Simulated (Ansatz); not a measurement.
BrHTe (SMILES Br[TeH]) moved off its minimum; all values from Ansatz (a first-principles code), cores frozen in correlated methods. Elements past Kr take the def2 small-core potentials, without spin–orbit coupling.
(charge 0, multiplicity 1)
```xyz
3

Te    -0.62948    -0.48915     0.69835
H     -1.64687    -0.98853    -0.48002
Br     0.96741     0.73770    -1.04923
```

Task: Give the forces (eV/Å), the total energy and the dipole at CCSD(T)/def2-TZVPPD.

Result: 
| atom | Fx | Fy | Fz |
|---|---|---|---|
| Te1 | 1.092 | 0.752 | -0.491 |
| H2 | -0.297 | -0.143 | -0.365 |
| Br3 | -0.795 | -0.609 | 0.856 |
Energy -2840.3537 hartree, dipole 2.01 D.
